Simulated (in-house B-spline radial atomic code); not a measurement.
Checks on a self-consistent run for Cd IX (Cd8+), [Ar] 3d10 4s2 (4p1/2)1 (4p3/2)4 (4d3/2)2 (4d5/2)2 (6f7/2)1. Computed with a radial B-spline atomic code at the basis-set limit: Dirac-Hartree-Fock, average of the jj configuration, Fermi nucleus of rms radius 4.6087 fm.

```json
{"orbital": "1s1/2", "q": "2", "ε (Eh)": "-993.67147", "<1/r>": "50.6422", "<r²>": "0.00124919", "small-component weight": "0.030979"}
{"orbital": "2s1/2", "q": "2", "ε (Eh)": "-156.09840", "<1/r>": "11.7192", "<r²>": "0.0203056", "small-component weight": "0.0065386"}
{"orbital": "2p1/2", "q": "2", "ε (Eh)": "-145.31203", "<1/r>": "11.6601", "<r²>": "0.0152259", "small-component weight": "0.0065158"}
{"orbital": "2p3/2", "q": "4", "ε (Eh)": "-138.21619", "<1/r>": "10.9327", "<r²>": "0.0165254", "small-component weight": "0.0062478"}
{"orbital": "3s1/2", "q": "2", "ε (Eh)": "-35.45870", "<1/r>": "4.13708", "<r²>": "0.144383", "small-component weight": "0.0018783"}
{"orbital": "3p1/2", "q": "2", "ε (Eh)": "-31.06993", "<1/r>": "4.02838", "<r²>": "0.140482", "small-component weight": "0.0018087"}
{"orbital": "3p3/2", "q": "4", "ε (Eh)": "-29.78683", "<1/r>": "3.86177", "<r²>": "0.148245", "small-component weight": "0.0017458"}
{"orbital": "3d3/2", "q": "4", "ε (Eh)": "-22.14294", "<1/r>": "3.68602", "<r²>": "0.129615", "small-component weight": "0.001615"}
{"orbital": "3d5/2", "q": "6", "ε (Eh)": "-21.87594", "<1/r>": "3.63885", "<r²>": "0.132302", "small-component weight": "0.0015924"}
{"orbital": "4s1/2", "q": "2", "ε (Eh)": "-10.24868", "<1/r>": "1.64141", "<r²>": "0.794289", "small-component weight": "0.00051268"}
{"orbital": "4p1/2", "q": "1", "ε (Eh)": "-8.79194", "<1/r>": "1.55433", "<r²>": "0.868376", "small-component weight": "0.00047403"}
{"orbital": "4p3/2", "q": "4", "ε (Eh)": "-8.43290", "<1/r>": "1.5008", "<r²>": "0.912101", "small-component weight": "0.00045334"}
{"orbital": "4d3/2", "q": "2", "ε (Eh)": "-6.01759", "<1/r>": "1.3109", "<r²>": "1.13971", "small-component weight": "0.00036332"}
{"orbital": "4d5/2", "q": "2", "ε (Eh)": "-6.05105", "<1/r>": "1.30576", "<r²>": "1.1447", "small-component weight": "0.00036279"}
{"orbital": "6f7/2", "q": "1", "ε (Eh)": "-1.29617", "<1/r>": "0.315554", "<r²>": "23.3057", "small-component weight": "5.0496e-05"}
```

Electron-electron repulsion V_ee = 1864.4603 hartree.

(1) What total energy follows from the eigenvalues?

(2) Does the Dirac virial theorem hold?

(3) What diamagnetic shielding (Lamb formula) and susceptibility (Langevin formula) do the radii give?

## Answers

(1) The eigenvalues count the repulsion twice, so E = Σqε - V_ee = -3703.515 - 1864.460 = -5567.975 hartree; the run printed -5567.975.

(2) For a point nucleus E = -2c²Σq·w, with w the small-component weight. Here Σq·w = 0.14824 and c = 137.0360, so the ratio E/(-2c²Σq·w) is 1.000042; the finite nucleus accounts for the departure from 1.

(3) σ = (α²/3)Σq<1/r> = 276.518/(3·137.036²) = 4908.3 ppm, and χ = -0.79199×10⁻⁶·Σq<r²> = -28.98×10⁻⁶ cm³/mol with Σq<r²> = 36.595 bohr². Both are non-relativistic formulas without the paramagnetism of open shells.
